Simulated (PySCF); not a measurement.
rhenium atom (Re), sextet (core potentials on Re). Base run: DF-HF/def2-SV(P) (PySCF).

Here is a job for PySCF.
```python
from pyscf import gto, scf

mol = gto.M(
    atom='''
Re    0.000000    0.000000    0.000000
''',
    basis='def2-sv(p)',
    ecp={'Re': 'def2-sv(p)'},
    charge=0,
    spin=5,
    verbose=4,
)

mf = scf.UHF(mol)
mf = mf.density_fit(auxbasis='def2-universal-jkfit')
mf.kernel()
mf.analyze()
```

The base run was repeated with changes; each row names its change, and settings that it needs were set with it.

| change | basis functions | E (Eh) | HOMO (eV) |
|---|---|---|---|
| base | 25 | -77.45850 | -5.51 |
| basis = LANL2DZ | … | … | … |
| basis = def2-SVP | 32 | -77.46041 | -5.63 |
| basis = def2-SVPD | 35 | -77.46039 | -5.62 |
| basis = def2-TZVP | 40 | -77.46643 | -5.64 |
| basis = def2-TZVPD | 43 | -77.46645 | -5.65 |
| basis = def2-TZVPP | 56 | -77.46780 | -5.72 |
| basis = def2-QZVP | … | … | -5.72 |
| basis = def2-QZVPP | 88 | -77.46850 | -5.72 |

Complete the blanks.


- basis = LANL2DZ, basis functions: 22
- basis = LANL2DZ, E (Eh): -78.26964
- basis = LANL2DZ, HOMO (eV): -5.50
- basis = def2-QZVP, basis functions: 72
- basis = def2-QZVP, E (Eh): -77.46835

Totals compare only among sets that treat the same electrons; sets with core potentials leave the core out.

Open shells are given as the SCF converged; they aren't shown to be the lowest states, and a large step between rows can be another state.
